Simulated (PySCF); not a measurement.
Coordinates in bohr (charge 1 multiplicity 3):
```
Pd    0.1688    0.0000   -0.8075
Cl   -0.7375    0.0000    3.3767
Cl    4.3205    0.0000   -0.7901
Cl   -4.0949    0.0000   -0.1418
```

Computed with UPBE0/[Pd def2-SVP with ECP28, Cl def2-SVP], scalar-relativistic core potentials, density fitting, no spin–orbit coupling, PySCF.

This geometry of PdCl₃⁺ is a stationary point at this level.

What is the point group?

Cs.

Is it a minimum?

Yes: all harmonic wavenumbers are real.

Which band is strongest in the infrared?

400 cm⁻¹ (a'), 5 km/mol.

Give the atomic charges and bond orders.


| atom | Mulliken | Löwdin | polar tensor | spin (Mulliken) | Mayer order to Pd1 |
| --- | --- | --- | --- | --- | --- |
| Pd1 | 0.42 | -0.35 | 0.74 | 0.35 | – |
| Cl2 | 0.18 | 0.45 | 0.12 | 0.46 | 0.91 |
| Cl3 | 0.20 | 0.47 | 0.13 | 0.62 | 1.19 |
| Cl4 | 0.19 | 0.42 | 0.02 | 0.57 | 0.79 |
Other Mayer orders above 0.3: Cl–Cl 0.54.

Give the ideal-gas entropy at 298.15 K and 1 bar by parts.

translation 175.6, rotation 118.9, vibration 54.6, spin 9.1; total 358.2 J/(mol K).

Only a few start shapes were tried, so a lower isomer may exist. Open d and f shells are described by one determinant, and the ground state may have another occupation or spin.
